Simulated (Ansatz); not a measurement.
Pulling on the C4–H6 bond in C2H7B (SMILES BCC) (multiplicity 1 held, fragments rigid). Energies count from the point at 1.097 Å.
Geometry at that point (charge 0, multiplicity 1):
```xyz
10

B     -0.745     1.010     0.739
H     -1.056     1.270     1.863
H     -1.142     1.718    -0.138
C      0.204    -0.184     0.454
C      0.382    -0.637    -0.997
H     -0.032    -1.030     1.110
H      1.170     0.176     0.857
H      0.674     0.198    -1.636
H     -0.551    -1.039    -1.398
H      1.143    -1.415    -1.094
```

Restricted levels (R-, RO-) in cc, def2 and unpolarised 6-31G sets keep to the state of the molecule at rest. Active spaces are followed from a long bond inwards. Levels need not reach the same state.

Correlated levels freeze the cores.

Codes used: Ansatz (a first-principles code). 

Q: Give the energy at R = 3.509 Å at the level R-HF/cc-pVDZ.

A: 177.8 kcal/mol

Q: Give the energy at R = 3.509 Å at the level FIC-MRCISD on CASSCF(2,2)/cc-pVDZ.

A: 103.3 kcal/mol

Q: What is the computed energy at R = 3.509 Å (FIC-MRCISD+Q on CASSCF(2,2)/cc-pVDZ)?

A: 104.2 kcal/mol

Doubts at one or more of the structures used: a restricted determinant that unrestricted orbitals would lower (R-HF/cc-pVDZ).
